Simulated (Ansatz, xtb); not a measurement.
**Relative energy of two conformers of AsBGeH6O**

Structure I: `B[O][GeH2][AsH2]`, a singlet. Structure II: `B[O][GeH2][AsH2]`, a singlet. Both are isolated molecules in the gas phase, relaxed with PBE0-D3(BJ)/def2-SVP.

I (Å):

| atom | x (Å) | y (Å) | z (Å) |
| --- | --- | --- | --- |
| As | 0.0907 | 1.6251 | -1.1584 |
| B | -0.3918 | -1.5207 | 1.7057 |
| Ge | 1.3052 | -0.1940 | -0.1281 |
| O | 0.0450 | -1.3599 | 0.4466 |
| H | 0.0800 | -0.8676 | 2.6214 |
| H | -1.2679 | -2.3370 | 1.9007 |
| H | 2.1817 | -1.0189 | -1.0836 |
| H | 2.0934 | 0.2929 | 1.1038 |
| H | 1.3993 | 2.2474 | -1.6429 |
| H | -0.0818 | 0.8427 | -2.4559 |

II (Å):

```xyz
10

As    1.2075    0.5102    0.7663
B    -1.9269   -0.1760   -0.9612
Ge   -0.7356   -0.6990    1.5604
O    -1.9455   -0.8152    0.2157
H    -1.0162    0.5846   -1.2510
H    -2.8424   -0.3713   -1.7323
H    -0.3768   -2.1559    1.8977
H    -1.4988   -0.0350    2.7192
H     0.5434    1.8572    1.0288
H     1.7829    0.4580    2.1827
```

Energies in hartree; the thermal terms are from GFN2-xTB frequencies at re-optimised GFN2-xTB minima (ideal gas, soft modes damped towards free rotors, one conformer each, 298.15 K, 1 atm) and include the zero-point energy:

|  | I | II |
| --- | --- | --- |
| E, CCSD(T)/def2-SVP | −4412.838201 | −4412.838914 |
| E, MP2/def2-SVP | −4412.784822 | −4412.785478 |
| E, MP2/def2-TZVPP | −4413.582913 | −4413.583486 |
| zero-point energy | 0.052091 | 0.052384 |
| H(298 K) − E | 0.061249 | 0.061281 |
| G(298 K) − E | 0.017922 | 0.018808 |

Question: Correct the CCSD(T) difference for the basis set by the MP2 change, then work out ΔE, ΔE₀, ΔH and ΔG for I → II in kJ/mol (1 Eh = 2625.50 kJ/mol) and the equilibrium ratio [II]/[I].

Answer: 1. Differences II − I: CCSD(T) −0.000713, MP2 in the small set −0.000656, MP2 in the large set −0.000573 Eh.
2. ΔE = −0.000713 + (−0.000573 − (−0.000656)) = −0.000630 Eh = −1.65 kJ/mol.
3. ΔE₀ = ΔE + ΔZPE = −0.000630 + (+0.000293) Eh = −0.88 kJ/mol.
4. ΔH = ΔE + (+0.000032) Eh = −1.57 kJ/mol.
5. ΔG = ΔE + (+0.000886) Eh = +0.67 kJ/mol, so ΔS = (ΔH − ΔG)/T = −7.5 J/(mol K).
6. kT = 0.9442 mEh, so K = [II]/[I] = exp(−ΔG/kT) = exp(−0.27) ≈ 0.76.

The two are too close for this level to say which is favoured. An error of 4 kJ/mol in ΔG would change K by a factor of 5. Mirror images and further conformers aren't counted.

Other levels gave ΔE = −2.8 (PBE0-D3(BJ)/def2-SVP); +1.8 (HF/def2-SVP); −1.7 (MP2/def2-SVP); −1.9 (CCSD(T)/def2-SVP) kJ/mol. The correlated steps freeze 20 core orbitals; the filled d shell of As and Ge is correlated, in a basis made for valence electrons. Programs: Ansatz 0.2.0, xtb 6.7.1.
